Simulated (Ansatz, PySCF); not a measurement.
The pair A = HF (SMILES F) (first 2 atoms), B = CH3Br (SMILES CBr); geometry from B3LYP-D3(BJ)/def2-TZVP.
(charge 0, multiplicity 1):
```xyz
7

F     -0.03944    -0.14847     0.64158
H     -0.06252    -0.64869     1.43194
C     -0.25170     1.04142     3.83771
Br    -0.17348    -0.92227     3.77192
H     -1.19015     1.30745     4.30994
H     -0.20193     1.39460     2.81415
H      0.59899     1.37498     4.42041
```

Correlated levels freeze the cores. Filled d and f shells under p-block atoms count as core. CBS(a, b) extrapolates the correlation energy as X⁻³ and adds the Hartree–Fock energy of set b.

The values were computed with Ansatz (Gaussian orbitals); PySCF for the dispersion terms. Each number belongs to the level named beside it.

The monomers are drawn apart, rigid, along the line of their centres of mass. Counterpoise-corrected interaction energies (kcal/mol):

```
level                                  R = 4.077 Å  R = 5.021 Å
-------------------------------------  -----------  -----------
PBE/def2-TZVPPD                            -2.1388      -0.7522
PBE-D3(BJ)/def2-TZVPPD                     -2.5096      -0.8895
wB97M-V/def2-TZVPPD                        -2.1812      -0.8103
CCSD(T)/CBS(aug-cc-pVDZ, aug-cc-pVTZ)      -2.1945      -0.8057
```

Question: R is the distance of the centres of mass. Find the local exponent m of E ∝ R⁻ᵐ between the two points.

Answer: 
m = ln(E₁/E₂)/ln(R₂/R₁): PBE/def2-TZVPPD 5.0; PBE-D3(BJ)/def2-TZVPPD 5.0; wB97M-V/def2-TZVPPD 4.8; CCSD(T)/CBS(aug-cc-pVDZ, aug-cc-pVTZ) 4.8. For scale, two fixed dipoles give m = 3, dipole and quadrupole 4, quadrupoles 5, and dispersion or dipole-induced dipole 6 at long range; at these distances several terms mix, and what is left of overlap and damping shifts m, so it need not match one of them.

Ansatz is a first-principles code.
